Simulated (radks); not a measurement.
Valence configurations of Pm3+ (all share [Xe]). Method: Dirac Kohn-Sham, PBE, spin-unpolarised, spherical densities, finite nucleus; open shells fill j = l - 1/2 first; Fermi nuclear charge, rms radius 4.962 fm; computed with a radial shooting solver on a logarithmic mesh with Libxc functionals. Energies are relative to 4f4; eigenvalues in eV.

[
 {"valence": "4f4", "E (eV)": "0.000", "e(4f5/2)": "-31.800", "e(5d3/2)": "-", "e(6p1/2)": "-", "e(6s1/2)": "-"},
 {"valence": "4f3.5 5d0.5", "E (eV)": "4.247", "e(4f5/2)": "-35.119", "e(5d3/2)": "-25.403", "e(6p1/2)": "-", "e(6s1/2)": "-"},
 {"valence": "4f3.5 6p0.5", "E (eV)": "8.224", "e(4f5/2)": "-37.101", "e(5d3/2)": "-", "e(6p1/2)": "-18.566", "e(6s1/2)": "-"},
 {"valence": "4f3 5d1", "E (eV)": "9.750", "e(4f5/2)": "-38.635", "e(5d3/2)": "-26.307", "e(6p1/2)": "-", "e(6s1/2)": "-"},
 {"valence": "4f3 6s1", "E (eV)": "13.858", "e(4f5/2)": "-41.828", "e(5d3/2)": "-", "e(6p1/2)": "-", "e(6s1/2)": "-23.952"},
 {"valence": "4f3 6p1", "E (eV)": "18.597", "e(4f5/2)": "-42.706", "e(5d3/2)": "-", "e(6p1/2)": "-19.703", "e(6s1/2)": "-"},
 {"valence": "4f2 5d2", "E (eV)": "24.899", "e(4f5/2)": "-46.181", "e(5d3/2)": "-28.100", "e(6p1/2)": "-", "e(6s1/2)": "-"}
]

NIST lists [Xe] 4f4 as the ground configuration; this level of theory agrees among the configurations tried. The energies are those of spherical spin-averaged densities, not of single terms.
